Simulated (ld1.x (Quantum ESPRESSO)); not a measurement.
## Transferability test, PAW potential for fluorine (F)

* Element: F (Z = 9)
* Generator: ld1.x (Quantum ESPRESSO) 7.5
* Type: PAW
* Functional: LDA (PZ)
* Relativity: scalar-relativistic
* Frozen core: [He]
* Valence charge: 7
* Reference configuration: 2s2 2p3 (charge +2)
* Partial waves: 2s (bound): rcut 0.55, rcutus 0.75 bohr; 2s channel at -4.5 Ry: rcut 0.55, rcutus 0.75 bohr; 2p (bound): rcut 0.65, rcutus 0.90 bohr; 2p channel at -3.25 Ry: rcut 0.65, rcutus 0.90 bohr; 3d channel at 0.25 Ry: rcut 0.70, rcutus 0.90 bohr; 3d channel at 3.05 Ry: rcut 0.70, rcutus 0.90 bohr
* Local potential: all-electron potential smoothed inside 0.90 bohr (lloc = -1)
* Core correction: Bessel-smoothed model core inside 0.65 bohr
* Augmentation charge: PSQ, inside the norm-conserving radii

Energies are relative to the spin-unpolarised reference configuration 2s2 2p3; without spin polarisation the order of configurations can differ from experiment. Spin-polarised rows fill each open shell by Hund’s rule, majority spin first.

Task: Give the all-electron excitation energy and the error of the potential for: 2s2 2p5; 2s2 2p4; 2s2 2p2; 2s1 2p5; 2s1 2p6; 2s2 2p5.3; 2s2 2p1; 2s2 2p3 (spin-polarised); 2s2 2p5 (spin-polarised).

Result:

```
   valence configuration  charge  ΔE all-electron (eV)  error AE − PS (meV)
                 2s2 2p5       0               -58.067                 +9.0
                 2s2 2p4      +1               -38.512                 +3.7
                 2s2 2p2      +3                60.732                 -1.6
                 2s1 2p5      +1               -19.857                 +2.8
                 2s1 2p6       0               -39.677                 +7.6
               2s2 2p5.3    -0.3               -60.793                  +10
                 2s2 2p1      +4               146.599                 -1.3
2s2 2p3 (spin-polarised)      +2                -5.101                 -4.9
2s2 2p5 (spin-polarised)       0               -58.447                 +8.5
```

Levels in the configuration 2s2 2p1:

```
level  all-electron (eV)  pseudo (eV)
   2s           -116.190     -116.197
   2p            -99.334      -99.328
```
